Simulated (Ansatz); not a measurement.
Reactions of `F[Si]1(Br)BC1`.

Computed with Ansatz on PBE0-D4/def2-TZVP structures; ΔE is electronic, products minus reactants. CCSD(T)/CBS adds triple-zeta CCSD(T) − MP2 to the extrapolated MP2 energy (def2 sets, frozen cores). This one scheme is used for every species, atoms too. DFT in def2-TZVPP. No spin–orbit coupling; open shells (•) take unrestricted orbitals. Spin–orbit coupling would lower the free atoms: a little for B, C, F, Si; clearly for Br. For Br outer-core shells are correlated without core-valence functions, so the limit isn't a true one: a few kJ/mol of doubt a bond, and 10 to 20 or more in all where bonds break to atoms. Scalar relativity is left out up to krypton.

```tsv
reaction	B2PLYP (eV)	PBE0-D4 (eV)
`F[Si]1(Br)BC1` + CH₄ → `C[Si]1(Br)BC1` + H–F	1.33	1.17
`F[Si]1(Br)BC1` + H₂ → `F[SiH]1BC1` + HBr	0.80	0.85
`F[Si]1(Br)BC1` → B• + Br• + C• + F• + 3 H• + Si•	29.87	30.46
`F[Si]1(Br)BC1` + H–F → `F[Si]1(F)BC1` + HBr	-0.51	-0.36
`F[Si]1(Br)BC1` + H₂ → `Br[SiH]1BC1` + H–F	1.04	0.95
```

**Question.** Give the CCSD(T)/CBS values in the same order. (An estimate is asked.)

**Answer.** The calculation gave: 1.20, 0.85, 30.24, -0.42, 1.00 eV.

Largest T1 diagnostic: 0.014, for B•.
